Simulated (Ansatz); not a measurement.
Cartesian coordinates (Å):
```xyz
7

W      0.0150     0.0149     0.0192
Cl     1.2103     1.2101     1.5521
F     -0.8830    -0.8947     1.3585
F     -1.3222     1.2951    -0.0062
F      0.8636     0.8753    -1.3834
F      1.3028    -1.3146    -0.0187
F     -0.9578    -0.9576    -1.2282
```
Charge 0, spin multiplicity 1.

All values below come from frozen-core CCSD(T)/def2-TZVPP // r2SCAN-D4/def2-SVP in Ansatz (a first-principles code).

| Property | Value |
|---|---|
| HF energy | -1023.55136 Ha |
| MP2 correlation energy | -1.95153 Ha |

Problem. Estimate the CCSD correlation energy, the (T) correction, the total energy and the T1 diagnostic.

Solution. 
| Property | Value |
|---|---|
| CCSD correlation energy | -1.91384 Ha |
| (T) correction | -0.08593 Ha |
| CCSD(T) total energy | -1025.55113 Ha |
| T1 diagnostic | 0.022 |
